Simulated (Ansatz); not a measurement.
Ga11N10H28⁻, a nanocrystal cut from wurtzite GaN (hydrogen-capped), 49 atoms. Hardware: 4 threads of AMD EPYC 7R13 on a shared host and a share (37 GiB) of an NVIDIA H100 80GB HBM3.

The 6-31G sets use Cartesian d functions. Correlated methods freeze 109 core orbitals; core or outer-core shells of Ga are correlated, in sets that lack core-valence functions. Single mean-field runs in 6-31G, def2-SVP, def2-TZVP are fitted with def2-universal-jkfit.

How many basis functions does each of these Ansatz runs have, and roughly what does it cost? RPA@PBE/def2-SVP, charge -1 singlet, energy, from earlier orbitals; PBE-D4/def2-SVP, charge -1 singlet, energy, from earlier orbitals; B3LYP-D4/def2-TZVP, charge 0 doublet at the geometry of the charge -1 singlet, energy, from earlier orbitals; PBE-D4/def2-TZVP, charge -1 singlet, energy and forces, from earlier orbitals; B3LYP-D4/6-31G, charge -1 singlet, energy; PBE-D4/def2-TZVP, charge -1 triplet at the geometry of the charge -1 singlet, energy, from earlier orbitals; MP2/def2-SVP, charge -1 singlet, energy, from earlier orbitals; PBE-D4/def2-SVP, charge -1 singlet, relaxation, 7 steps; HF/6-31G, charge -1 singlet, energy; B3LYP-D4/def2-TZVP, charge -1 singlet, energy, from earlier orbitals; PBE0-D4/def2-TZVP, charge -1 singlet, energy, from earlier orbitals; PBE0-D4/def2-TZVP, charge -1 triplet at the geometry of the charge -1 singlet, energy.

Other jobs shared the machine, so times can vary by a factor of up to 3.

| run | functions | fitting or Cholesky vectors | wall time | peak host memory (GiB) |
| --- | --- | --- | --- | --- |
| HF/6-31G, charge -1 singlet, energy | 465 | 4200 | 2.8 s | 1.1 |
| PBE-D4/def2-SVP, charge -1 singlet, energy, from earlier orbitals | 632 | 4200 | 4.2 s | 1.2 |
| B3LYP-D4/6-31G, charge -1 singlet, energy | 465 | 4200 | 4.3 s | 1.1 |
| PBE-D4/def2-TZVP, charge -1 singlet, energy and forces, from earlier orbitals | 1006 | 4200 | 8 s | 1.4 |
| B3LYP-D4/def2-TZVP, charge -1 singlet, energy, from earlier orbitals | 1006 | 4200 | 8.1 s | 1.3 |
| PBE0-D4/def2-TZVP, charge -1 singlet, energy, from earlier orbitals | 1006 | 4200 | 8.5 s | 1.3 |
| MP2/def2-SVP, charge -1 singlet, energy, from earlier orbitals | 632 | 6379 | 11 s | 1.7 |
| RPA@PBE/def2-SVP, charge -1 singlet, energy, from earlier orbitals | 632 | 6379 | 14 s | 5.7 |
| PBE-D4/def2-SVP, charge -1 singlet, relaxation, 7 steps | 632 | 4200 | 23 s | 1.2 |
| PBE-D4/def2-TZVP, charge -1 triplet at the geometry of the charge -1 singlet, energy, from earlier orbitals | 1006 | 4200 | 32 s | 1.7 |
| B3LYP-D4/def2-TZVP, charge 0 doublet at the geometry of the charge -1 singlet, energy, from earlier orbitals | 1006 | 4200 | 38 s | 1.8 |
| PBE0-D4/def2-TZVP, charge -1 triplet at the geometry of the charge -1 singlet, energy | 1006 | 4200 | 43 s | 1.8 |
